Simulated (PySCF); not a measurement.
sulfur trioxide (O₃S), SMILES O=S(=O)=O.

Geometry optimised at ωB97X-D3(BJ)/def2-TZVP.

Computed with PBE/def2-TZVPD (PySCF).

```json
{
 "total_energy": "-623.56413 hartree",
 "point_group": "D3h",
 "highest_occupied_level": "-8.29 eV",
 "lowest_empty_level": "-3.69 eV",
 "orbital_gap": "4.59 eV",
 "dipole_moment": "0.00 D",
 "quadrupole, principal values (traceless, Buckingham form, about the centre of nuclear charge)": "-2.85, -2.85, 5.70 D·Å",
 "mean_static_polarisability": "29.2 bohr³ (4.33 Å³)",
 "polarisability_principal_values": "21.0, 33.3, 33.3 bohr³"
}
```
